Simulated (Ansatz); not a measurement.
The inner images of a band of CH₆Sn (8 atoms, charge 0, multiplicity 1) are given out of order.

The calculation used RKS PBE/def2-SVP (Ansatz 0.2.0).

Image 0:

```xyz
8
Properties=species:S:1:pos:R:3
Sn 0.179 -0.034 0.408
H -0.323 -0.294 2.044
C 2.345 0.040 0.302
H 2.769 -0.927 0.633
H 2.666 0.240 -0.738
H 2.724 0.845 0.959
H -0.499 1.456 -0.154
H -0.425 -1.326 -0.573
```

Image 6:

```xyz
8
Properties=species:S:1:pos:R:3
Sn -0.866 0.087 0.396
H 1.467 -0.263 1.594
C 2.235 -0.048 0.818
H 2.802 -0.977 0.625
H 1.793 0.301 -0.139
H 2.897 0.746 1.209
H -0.432 1.348 -0.818
H -0.459 -1.194 -0.804
```

Question: Put them in order from the first end to the last, with their energies above the first end.
A.
```xyz
8
Properties=species:S:1:pos:R:3
Sn -0.374 -0.056 0.462
H 0.807 -0.206 1.711
C 2.156 0.007 0.483
H 2.571 -0.976 0.765
H 2.306 0.220 -0.590
H 2.549 0.823 1.114
H -0.332 1.491 -0.324
H -0.246 -1.302 -0.740
```
B.
```xyz
8
Properties=species:S:1:pos:R:3
Sn -0.604 -0.053 0.497
H 1.123 -0.153 1.411
C 2.108 -0.026 0.640
H 2.612 -0.993 0.797
H 2.137 0.187 -0.462
H 2.616 0.812 1.143
H -0.309 1.480 -0.369
H -0.247 -1.255 -0.775
```
C.
```xyz
8
Properties=species:S:1:pos:R:3
Sn -0.063 -0.039 0.383
H 0.527 -0.243 1.942
C 2.165 0.026 0.388
H 2.558 -0.951 0.741
H 2.454 0.229 -0.647
H 2.521 0.823 1.075
H -0.411 1.493 -0.297
H -0.315 -1.338 -0.704
```
D.
```xyz
8
Properties=species:S:1:pos:R:3
Sn -0.863 -0.024 0.458
H 1.313 -0.139 1.399
C 2.224 -0.046 0.750
H 2.774 -1.000 0.838
H 1.972 0.148 -0.308
H 2.811 0.797 1.155
H -0.413 1.404 -0.540
H -0.383 -1.140 -0.871
```
E.
```xyz
8
Properties=species:S:1:pos:R:3
Sn 0.121 -0.029 0.351
H 0.128 -0.278 2.049
C 2.262 0.039 0.322
H 2.619 -0.939 0.696
H 2.636 0.243 -0.691
H 2.571 0.830 1.033
H -0.497 1.473 -0.233
H -0.402 -1.339 -0.646
```

Answer: E (+5.2 kcal/mol), C (+27.2 kcal/mol), A (+47.1 kcal/mol), B (+20.0 kcal/mol), D (+6.6 kcal/mol).

Time of the run: 2.3 min on 1 thread of Arm Neoverse V2, on a shared host, peak memory 0.12 GiB.
